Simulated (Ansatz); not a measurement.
Calculated with Ansatz (gas phase, PBE0-D4/def2-TZVP geometries, no zero-point term in ΔE). CBS: MP2 limit from def2 TZ/QZ plus the TZ coupled-cluster correction, frozen cores. DFT in def2-TZVPP. B3LYP here is the variant with VWN-RPA as its local correlation; programs differ in this. def2 core potentials past Kr. For Se, Zr outer-core shells are correlated without core-valence functions, which leaves a few kJ/mol of doubt a bond. Scalar relativity is left out up to krypton. One conformer a species, not always the lowest.

Consider the ligand exchange at a Zr–Se bond: `[OH][Zr]([F])([Cl])[SeH]` + CH₃NH₂ → `C[NH][Zr]([OH])([F])[Cl]` + H₂Se.

```csv
level,ΔE (kJ/mol),difference from CCSD(T)/CBS
PBE0-D4,34.2,1.7
B3LYP-D4,27.5,-5.0
ωB97X-V,27.4,-5.1
PBE,32.6,0.1
B3LYP,29.7,-2.8
HF/def2-TZVPP,36.3,3.8
MP2/def2-TZVPP,33.2,0.7
MP2/def2-QZVPP,34.9,2.4
SCS-MP2/def2-QZVPP,31.0,-1.5
MP2/CBS(def2),36.1,3.6
CCSD(T)/CBS,32.5,0
```

Largest T1 diagnostic among the species: 0.016.

From PBE to PBE0 (25 % exact exchange), in def2-TZVPP and without D4, ΔE moves by +3.1 kJ/mol. In def2-TZVPP, CCSD(T) changes the Hartree–Fock value by −6.6 kJ/mol (the triples alone add +0.9 kJ/mol) and MP2 by −3.1 kJ/mol.

CCSD(T)/CBS has its own doubt, a few kJ/mol and more with outer-core shells, so smaller differences from it don't rank the levels.
